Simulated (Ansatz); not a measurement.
# A ladder of methods for AlHBr (SMILES [AlH][Br])

AlHBr: 3 atoms, total charge 0, spin state doublet. SMILES: `[AlH][Br]`. The shape is that of a PBE0-D4/def2-TZVP optimisation.

```xyz
3

Al   -0.2967   -0.6280   -0.2391
Br    1.5845    0.0086    0.8711
H    -1.2989    0.5546   -0.6453
```

Each level gives the energy change with the Al1–Br2 bond stretched from 2.275 to 4.551 Å (eV). The values are calculated.

```
            level                    kind  program  value (eV)  less FCI/STO-3G
       UHF/STO-3G            Hartree–Fock   Ansatz        3.59            +0.22
    USVWN5/STO-3G                     LDA   Ansatz        4.04            +0.67
      UPBE/STO-3G                     GGA   Ansatz        3.71            +0.34
  U-r2SCAN/STO-3G                meta-GGA   Ansatz        3.89            +0.52
    UBHLYP/STO-3G           global hybrid   Ansatz        3.84            +0.47
UCAM-B3LYP/STO-3G  range-separated hybrid   Ansatz        3.90            +0.53
      UMP2/STO-3G     perturbation theory   Ansatz        3.50            +0.13
     UCCSD/STO-3G   coupled cluster or CI   Ansatz        3.35            -0.02
    UCCSDT/STO-3G   coupled cluster or CI   Ansatz        3.37             0.00
       FCI/STO-3G      exact in the basis   Ansatz        3.37             0.00
```

FCI/STO-3G is exact within its basis and frozen core, so for wave-function methods in that basis the difference is their error; functionals converge differently with the basis, so for them it is only a difference. All-electron rows without a relativistic Hamiltonian named are non-relativistic. The first shape isn't each level's own minimum. The values span 3.35 to 4.04 eV. All rows use very small basis sets, so none should be taken for the real molecule's value. In the correlated wave-function rows the outer d shell of Br is correlated, in sets not made for it.
